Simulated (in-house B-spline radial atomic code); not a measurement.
A fraction x of an electron is removed from 4d in Ce5+, starting from [Kr] 4d10 5s2 5p5 and keeping the highest spin. Level of theory: scalar-relativistic (X2C) B3LYP, spin-polarised, spherical fractional occupations, Fermi nucleus of rms radius 4.8771 fm; calculated with a B-spline radial code for spherical atoms.

Caution: exact exchange at fractional occupations of open shells leaves self-interaction of up to several eV.

| x | E(x) - E(0) (eV) | 4d down level (eV) |
| --- | --- | --- |
| 0 | 0.0000 | -173.138 |
| 0.1 | 17.4280 | -175.423 |
| 0.16 | ? | ? |
| 0.27 | 47.5815 | -179.329 |
| 0.48 | 85.7502 | -184.189 |
| 0.5 | 89.4386 | -184.653 |
| 0.55 | 98.7003 | -185.817 |
| 0.7 | 126.8354 | -189.321 |
| 0.75 | ? | ? |
| 0.9 | 165.1692 | -194.022 |
| 1 | 184.6895 | -196.386 |

Task: What belongs in the row x = 0.16?

Result: An energy change of 27.9946 eV; 4d down at -176.799 eV.

Task: What belongs in the row x = 0.75?

Result: An energy change of 136.3308 eV; 4d down at -190.493 eV.

Task: Check Janak's theorem between x = 0.27 and 0.48.

Result: The slope of the energy is 181.76 eV; the orbital levels give 181.76 eV (-ε of the emptying orbital, averaged over the two points).
